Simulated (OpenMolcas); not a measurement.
## Ir3+: effect of the active space

```
Program             : OpenMolcas
Method              : SS-CASPT2 or its RAS form, IPEA 0.25 Eh, imaginary shift 0.1 Eh
Basis               : ANO-RCC-VTZP
Scalar Hamiltonian  : DKH2, point nucleus
Spin-orbit coupling : RASSI with atomic mean-field integrals over the reference wave functions, term energies averaged over their components
```

A. 6 electrons in 5 orbitals (5d); 2S+1 = 5 even, 5 roots; 2S+1 = 3 even, 45 roots; 2S+1 = 1 even, 50 roots; closed shells correlated: 5s 5p; CASPT2 step roughly 27 core-seconds
B. 6 electrons in 9 orbitals (RAS2 5d 6s; RAS3 6p, at most 2 electrons); 2S+1 = 5 even, 35 roots; 2S+1 = 7 even, 1 root kept (CI in the orbitals of an earlier block); 2S+1 = 3 even, 87 roots kept (CI in the orbitals of an earlier block); 2S+1 = 1 even, 86 roots kept (CI in the orbitals of an earlier block); 2S+1 = 5 odd, 75 roots (3 in the spin-orbit step); 2S+1 = 7 odd, 3 roots kept (CI in the orbitals of an earlier block); 2S+1 = 3 odd, 82 roots kept (CI in the orbitals of an earlier block, 0 in the spin-orbit step); 2S+1 = 1 odd, 86 roots kept (CI in the orbitals of an earlier block, 0 in the spin-orbit step); closed shells correlated: 5s 5p; CASPT2 step roughly 4 core-minutes
C. 6 electrons in 10 orbitals (5d 6d); 2S+1 = 5 even, 5 roots; 2S+1 = 3 even, 45 roots; 2S+1 = 1 even, 49 roots; closed shells correlated: 5s 5p; CASPT2 step roughly 50 core-minutes

Energies in cm-1 above 5d6 5D4.

| Level | A | B | C |
| --- | --- | --- | --- |
| 5d6 5D4 | 0.0 | 0.0 | 0.0 |
| 5d6 5D3 | 6080 | 6370 | 5970 |
| 5d6 5D1 | 9040 | 9310 | 8750 |
| 5d6 5D0 [75 %] | 9270 | 9420 | 9000 |
| 5d6 3G5 [51 %] | 19480 | 19710 | 19430 |
| 5d6 3H6 | 19940 | 20510 | 19990 |
| 5d6 3F2(1) [72 %] | 23800 | 23670 | 23610 |
| 5d6 3D1 [73 %] | 28540 | 27740 | 28200 |
| 5d6 3D2 [65 %] | 29590 | 29010 | 29280 |
| 5d6 3H5 [51 %] | 29950 | 30590 | 29880 |
| 5d6 3G3 [52 %] | 32710 | 32750 | 32480 |
| 5d6 1I6 | 34730 | 35750 | 34750 |
| 5d6 3P1(1) [73 %] | 36040 | 36570 | 35990 |
| 5d6 3P0(2) | 36170 | 36110 | 36720 |
| 5d6 1F3 [62 %] | 37830 | 37340 | 37540 |
| 5d6 1G4(1) [55 %] | 39950 | 40100 | 39930 |
| 5d6 1D2(1) [55 %] | 41390 | 41370 | 41410 |
| 5d6 3P1(2) | 44790 | 44630 | 44400 |
| 5d6 3F4(2) | 48820 | 48560 | 48760 |
| 5d6 3F2(2) | 49420 | 48910 | 48920 |
| 5d6 3P2(2) [64 %] | 55060 | 55450 | 54970 |
| 5d6 1G4(2) | 56770 | 56700 | 56840 |

The spin-orbit steps hold different terms of 5d6 (C lacks a 1S), which shifts levels as well.

Among A to C the level of the table that moves most is 5d6 1I6, by 1000 cm-1 (lowest in A, highest in B). Moves below CASPT2's spread within the term are not significant.

Term energies are means over components that CASPT2 splits; among the terms shown or strongly mixed into the levels shown the widest spread is 260 cm-1 (5d6 3F(2), C). Some high roots are left out of the spin-orbit mixing, which shifts the levels that they would mix with (holds for B). Terms from blocks run as CI alone lack orbitals of their own (holds for B). Active for correlation alone: 6d; no level in the range computed is led by a configuration that fills it, so any true level of that kind is missing (holds for C). Only configurations of the active space appear. Levels that lie high or do not pair safely by name in every column are left out.

A share in square brackets marks a mixed level and gives the weight of the term that names it, the lowest over the columns. A number in round brackets counts repeated terms of one configuration in the order of the reference energies.
